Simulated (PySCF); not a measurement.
A thermochemical cycle for SnBr

r²SCAN in PySCF with def2-TZVPPD on every atom (core potentials on Sn), for the lowest determinant that a PBE0 search found; no spin–orbit coupling. SnBr, a doublet (π ↑), has De = 3.67 eV to neutral atoms, and SnBr⁺, a singlet (closed shell), has De = 4.06 eV to Sn⁺ + Br.

The adiabatic ionisation energy of SnBr, between the minima, is 7.01 eV.

Task: Which ionisation energy of the Sn atom does this level give?

Result: IE(Sn) = IE(molecule) + De(ion) − De(neutral) = 7.01 + 4.06 − 3.67 = 7.40 eV; the measured value is 7.344 eV (NIST ASD).

These are scalar-relativistic numbers at best; spin–orbit coupling would shift them, the dissociation energy most. For an ion De counts to the pair picked by the measured ionisation energies or electron affinities, which need not be the lowest pair at this level. States were picked by a PBE0 search and need not be the measured ground states.
